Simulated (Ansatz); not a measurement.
`[NH2][Zr]([Cl])([Cl])[Cl]` + H₂O → `[NH2][Zr]([OH])([Cl])[Cl]` + HCl at 500 K and 1 bar (formal hydrolysis of a Zr–Cl bond).

Gas-phase electronic energies from Ansatz, PBE0-D4/def2-TZVP geometries. CBS: MP2 limit from def2 TZ/QZ plus the TZ coupled-cluster correction, frozen cores. This one scheme is used for every species. def2 core potentials past Kr. For Zr outer-core shells are correlated without core-valence functions, which leaves a few kJ/mol of doubt a bond. Each species was taken in one conformer, which may not be the lowest.

```csv
species,CCSD(T)/CBS energy (Eh),H − E (kJ/mol),S (J/(mol·K))
`[NH2][Zr]([Cl])([Cl])[Cl]`,-1482.50761,123.1,473.4
H₂O,-76.37941,73.2,206.3
`[NH2][Zr]([OH])([Cl])[Cl]`,-1098.49564,156.9,465.2
HCl,-460.38127,32.5,201.9
```

H − E and S are ideal-gas, rigid-rotor, harmonic terms from PBE0-D4/def2-TZVP, for one conformer and one mirror image of each species. 1 Eh = 2625.50 kJ/mol, R = 8.31446 J/(mol·K).

Q: By hand: ΔE, ΔH, ΔS and ΔG.

A: ΔE = (-1098.49564) + (-460.38127) − (-1482.50761) − (-76.37941) = 0.01011 Eh = 26.5 kJ/mol. Δ(H − E) = 156.9 + 32.5 − 123.1 − 73.2 = -6.9, so ΔH = 19.6 kJ/mol. ΔS = 465.2 + 201.9 − 473.4 − 206.3 = -12.6 J/(mol·K). ΔG = 19.6 − 500 × (-12.6)/1000 = 25.9 kJ/mol.

Q: By hand: the equilibrium constant, and the temperature at which ΔG would vanish if ΔH and ΔS stayed fixed.

A: log₁₀ K = −ΔG/(RT ln 10) = -2.7. ΔH and −TΔS have one sign here, so there is no such temperature.

The number of gas molecules stays the same, so ΔS is small and ΔH decides. A doubt of 5 kJ/mol in ΔE shifts log₁₀ K by 0.5 here. Other conformers and mirror images would add mixing entropy, several J/(mol·K) or more a flexible species. Modes under 60 cm⁻¹, often nearly free rotors, make the harmonic entropy too high. These are equilibria of isolated gas molecules and say nothing of rates. Largest T1 diagnostic: 0.016 (customary marks: 0.02 for closed shells, 0.045 for open ones).

ΔS is within the doubt of such terms, so its sign, and with it that verdict, could turn.
